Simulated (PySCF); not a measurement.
PySCF input file for C₄H₇NSi, SMILES [SiH2]1C=NC=C1C, PBE/pcSseg-1. The structure is a stationary point at B3LYP-D3(BJ)/def2-SVP. This is a generated structure with no PubChem entry under its InChIKey; it may be hypothetical.

```python
import numpy as np
from pyscf import gto, scf, dft
from pyscf.prop.nmr import rks as nmr

mol = gto.M(
    atom='''
    C    -0.01512629    2.36611353   -0.00000000
    C    -0.12968452    0.87286315    0.00000000
    C    -1.29642569    0.18693778    0.00000000
    N    -1.31781344   -1.24222569   -0.00000000
    C    -0.15198882   -1.78660038   -0.00000000
    Si    1.20883539   -0.45056215    0.00000000
    H     0.53929487    2.72741034   -0.88334065
    H    -1.00496945    2.85043400    0.00000000
    H     0.53929487    2.72741034    0.88334064
    H    -2.28235619    0.66607506   -0.00000000
    H    -0.08290675   -2.88315798   -0.00000000
    H     2.07599656   -0.46030318    1.21382273
    H     2.07599656   -0.46030319   -1.21382274
    ''',
    basis='pcSseg-1',
    charge=0,
    spin=0,
    max_memory=1600,
    verbose=3,
)
mf = dft.RKS(mol, xc='pbe')
mf.grids.level = 3
mf.conv_tol = 1e-10
mf.max_cycle = 100
mf.kernel()
n = nmr.NMR(mf)
n.verbose = 2
n.max_cycle_cphf = 60
sigma = n.kernel()
print('atom   isotropic/ppm   span/ppm')
for i, s in enumerate(sigma):
    w = np.linalg.eigvalsh((s + s.T) / 2)
    print(f'{mol.atom_symbol(i):2s}{i + 1:3d} {w.mean():14.3f} {w[2] - w[0]:11.3f}')
```

Output:

```
converged SCF energy = -500.381605094367
atom   isotropic/ppm   span/ppm
C   1        161.887      34.121
C   2         47.687     194.316
C   3         17.668     148.700
N   4       -215.077     862.747
C   5         -3.365     230.290
Si  6        389.349     180.769
H   7         28.997       9.907
H   8         29.122       8.854
H   9         28.997       9.907
H  10         23.353       9.206
H  11         22.402       7.384
H  12         26.577       7.812
H  13         26.577       7.812
```

The run converged.
